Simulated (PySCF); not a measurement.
# Excitation energy of Ni by level of theory

Ni [Ar] 3d8 4s2 (3F) → Ni [Ar] 3d7 4s2 4p1 (high-spin determinant), as a difference of total energies. Computed with PySCF 2.14 in ANO-RCC-VTZP (6s5p3d2f1g, 59 functions), with the spin-free X2C one-electron Hamiltonian (Gaussian nucleus). Correlated levels: valence: [Ar] frozen. The calculations carry no spin-orbit coupling.

| method | excitation energy (cm⁻¹) |
| --- | --- |
| UHF | 50158 |
| MP2 (valence) | 65340 |
| SCS-MP2 (valence) | 65288 |
| CCSD (valence) | 62701 |
| CCSD(T) (valence) | 55889 |

A first-order spin-orbit estimate (lowest level to lowest level, LS coupling) adds 0.016 eV.

The upper state lies above the first ionisation limit, but in LS coupling its spin forbids autoionisation to the ground ion.

The basis was made for the ground configuration and has no added diffuse functions, so the excitation energy can come out too high.

The coupled-cluster amplitudes are large for the upper state (T1 above 0.03 or a double amplitude above 0.15), so a single reference is strained.

The determinant of the upper state mixes LS terms, which raises its energy above the lowest term, most at the Hartree-Fock and MP2 levels.
